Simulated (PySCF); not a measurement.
Iron: a sound run and one with changed settings

Sound run: Fe [Ar] 3d6 4s2, Fe⁺ [Ar] 3d6 4s1. Calculation: PySCF 2.14, in pcseg-2 (6s4p3d2f1g, 56 functions); no relativity, point nucleus. The sound run starts from symmetry-adapted Hartree-Fock orbitals and uses a fine grid where one is needed.

Changed run: radial step 0.8 in ln r (0.13 in the sound run). This setting is unsound on purpose.

```csv
species,method,sound run (hartree),changed run (hartree),converged
Fe,UHF,-1262.43054,-1262.43054,yes
Fe,MN15,n/a,-1264.81664,yes
Fe,PBE0,-1263.45855,-1263.49945,yes
Fe⁺,UHF,-1262.19644,-1262.19644,yes
Fe⁺,MN15,-1263.56282,-1264.52980,yes
Fe⁺,PBE0,-1263.18170,-1263.21784,yes
```

Ionisation energy of Fe:

| method | sound run (eV) | changed run (eV) |
| --- | --- | --- |
| UHF | 6.370 | 6.370 |
| PBE0 | 7.534 | 7.663 |

A coarse radial grid mis-integrates the density and the exchange-correlation energy, with errors of either sign; Hartree-Fock needs no grid.

For comparison, NIST gives 7.902 eV between the lowest levels.
